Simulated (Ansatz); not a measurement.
One change: `B[Se][SiH2][SiH3]` becomes `B[Se][SiH2]C`.

Ansatz, PBE0-D4/def2-TZVP geometries, multiplicity 1. Each molecule was computed in one conformer, which needn't be the lowest.

Scalar relativity is left out up to krypton.

```json
{"property": "size of the dipole moment (B3LYP/def2-TZVPP) / D", "`B[Se][SiH2][SiH3]`": "1.00"}
{"property": "size of the dipole moment (ωB97M-V/def2-TZVPP) / D", "`B[Se][SiH2][SiH3]`": "1.03"}
{"property": "LUMO energy (ωB97M-V/def2-TZVPP) / eV", "`B[Se][SiH2][SiH3]`": "0.26"}
{"property": "HOMO–LUMO gap (PBE0/def2-TZVPP) / eV", "`B[Se][SiH2][SiH3]`": "5.91"}
{"property": "LUMO energy (B3LYP/def2-TZVPP) / eV", "`B[Se][SiH2][SiH3]`": "-1.81"}
{"property": "HOMO–LUMO gap (ωB97M-V/def2-TZVPP) / eV", "`B[Se][SiH2][SiH3]`": "9.83"}
```

(1) What does the change do to each property? (Best estimate.)

Answers

(1) Computed: 
| property | `B[Se][SiH2]C` | shift |
| --- | --- | --- |
| size of the dipole moment (B3LYP/def2-TZVPP) / D | 1.60 | 0.60 |
| size of the dipole moment (ωB97M-V/def2-TZVPP) / D | 1.63 | 0.60 |
| LUMO energy (ωB97M-V/def2-TZVPP) / eV | 0.37 | 0.11 |
| HOMO–LUMO gap (PBE0/def2-TZVPP) / eV | 6.10 | 0.19 |
| LUMO energy (B3LYP/def2-TZVPP) / eV | -1.70 | 0.11 |
| HOMO–LUMO gap (ωB97M-V/def2-TZVPP) / eV | 10.10 | 0.27 |

With PBE0 the HOMO falls by 0.07 eV and the LUMO rises by 0.11 eV, so the gap widens by about 0.18 eV. PBE moves the HOMO by -0.05 eV and ωB97M-V by -0.15 eV. Dipoles are sizes alone; their direction can turn.

B3LYP here is the variant with VWN-RPA as its local correlation; programs differ in this.

Spin–orbit coupling is left out; it splits and shifts lone-pair levels of the heavy atoms by tenths of an eV.
